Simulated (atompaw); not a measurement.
**What one change does to a pseudopotential (Au, PAW (atompaw))**

| Quantity | Value |
| --- | --- |
| Element | Au (Z = 79) |
| Generator | atompaw 4.2.0.5 |
| Type | PAW |
| Functional | LDA (PW92) |
| Relativity | scalar-relativistic |
| Frozen core | [Kr] 4d10 4f14 |
| Valence charge | 19 |
| Reference configuration | 5s2 5p6 5d10 6s0.5 6p0 (charge +0.5) |
| Partial waves | 5s (bound): rc 1.65 bohr; 6s (bound): rc 1.40 bohr; 5p (bound): rc 1.75 bohr; 6p (bound, empty): rc 1.75 bohr; 5d (bound): rc 1.75 bohr; 5d channel at 0.95 Ry: rc 1.75 bohr |
| Local potential | ultrasoft scheme with l = 3 at 0.5 Ry, radius 1.60 bohr |
| Core correction | smooth core density matched at 0.95 bohr |
| Augmentation charge | sinc compensation charge, radius 1.65 bohr; PAW radius 1.75 bohr; waves and projectors: custom polynom gramschmidtortho |

Change: all radii scaled by about 1.21 (s 2.00, p 2.12, d 2.12 bohr); local potential ultrasoft scheme with l = 3 at 0.5 Ry, radius 1.94 bohr; augmentation sinc compensation charge, radius 2.00 bohr; PAW radius 2.12 bohr; waves and projectors: custom polynom gramschmidtortho; core correction smooth core density matched at 1.14 bohr.

Cutoffs: the cutoffs (Ry, on a coarse ladder) from which the occupation-weighted sum of valence levels, in a spherical-Bessel basis at the reference potential, stays within 10 and 1 mRy of its value at 400 Ry; they do not see the model core or the augmentation charge, which bear on the density cutoff.

Q: What does the change do?

A: The potential gets softer (50 Ry and 80 Ry → 35 Ry and 55 Ry); neither file shows a bound ghost. A larger radius leaves more room for a smooth pseudo-wave, so fewer plane waves are needed.

```csv
quantity,base,changed
"cutoff, loose",50 Ry,35 Ry
"cutoff, tight",80 Ry,55 Ry
loose cutoff by channel (10 mRy a level),"s 18 Ry, p 25 Ry, d 30 Ry","s 15 Ry, p 15 Ry, d 18 Ry"
bound ghosts,none,none
lowest overlap eigenvalue by channel,"s 0.24, p 0.90, d 0.96","s 0.66, p 0.85, d 0.92"
```

 The cutoffs see the waves, projectors and local potential, not the compensation charge or the core.
